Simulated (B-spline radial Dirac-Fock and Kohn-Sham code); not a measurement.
**S 3p3/2: cross section and angular parameters**

System: the free sulfur atom, configuration [Ne] 3s2 3p4; threshold 9.70 eV (orbital energy of the model). Calculated with a B-spline atomic structure program, using Dirac-Hartree-Slater photoionisation with a Latter tail; cross sections with all multipoles, angular parameters from the dipole term and its interference with E2.

Input file task.json (cfg lists n, l and occupation; rrms is the nuclear radius in fm):

```json
{"items": [{
  "Z": 16,
  "q": 0,
  "cfg": [[1, 0, 2], [2, 0, 2], [2, 1, 6], [3, 0, 2], [3, 1, 4]],
  "A": 32,
  "rrms": 3.2611,
  "do": "xps",
  "hv": [60, 63.3, 79.9, 80, 84.5, 85.8, 99.4, 115.0, 116.0, 164.0, 172.0, 176.0, 230.0, 239.0, 302.0, 328.0, 600, 704.0, 800, 903.0, 1000, 1253.6, 1320.0, 1486.9, 2080.0, 3220.0, 3270.0, 4400.0, 5550.0, 15000],
  "edges": {"K": 2472.0, "L1": 230.9, "L2": 163.6, "L3": 162.5}
}]}
```

Run with: `python xray2_run.py task.json out`

For linearly polarised light dσ/dΩ = σ/(4π) [1 + β P₂(cos θ) + (δ + γ cos²θ) sin θ cos φ], with θ from the polarisation vector and φ the angle between the beam and the projection of the electron momentum on the plane normal to the polarisation.

```
hν (eV)    σ (kb)      β       γ       δ
     60       489  1.009   0.003  -0.008
   63.3       488  1.086  -0.004  -0.007
   79.9       432  1.329  -0.020  -0.002
     80       432  1.330  -0.020  -0.002
   84.5       411  1.371  -0.022  -0.001
   85.8       405  1.381  -0.022  -0.001
   99.4       344  1.466  -0.021   0.001
    115       284  1.526  -0.015   0.002
    116       281  1.529  -0.015   0.002
    164       161  1.605   0.015   0.005
    172       147  1.610   0.020   0.005
    176       141  1.612   0.023   0.005
    230      83.1  1.619   0.062   0.007
    239      76.8  1.618   0.069   0.007
    302      46.5  1.600   0.113   0.009
    328      38.6  1.589   0.131   0.010
    600      8.89  1.458   0.288   0.018
    704      5.82  1.409   0.335   0.022
    800      4.10  1.366   0.375   0.025
    903         ?      ?       ?       ?
   1000      2.19  1.284   0.445   0.032
 1253.6      1.13  1.191   0.518   0.042
   1320     0.967  1.169   0.535   0.045
 1486.9     0.674  1.117   0.572   0.051
   2080     0.235  0.963   0.675   0.075
   3220    0.0559  0.761   0.794   0.118
   3270    0.0530  0.754   0.798   0.120
   4400    0.0192  0.623   0.874   0.158
   5550   0.00848  0.528   0.933   0.193
  15000  0.000213  0.201   1.176   0.409
```

Q: Give the values at 903 eV.

A: σ = 2.93 kb, β = 1.322, γ = 0.413, δ = 0.029.
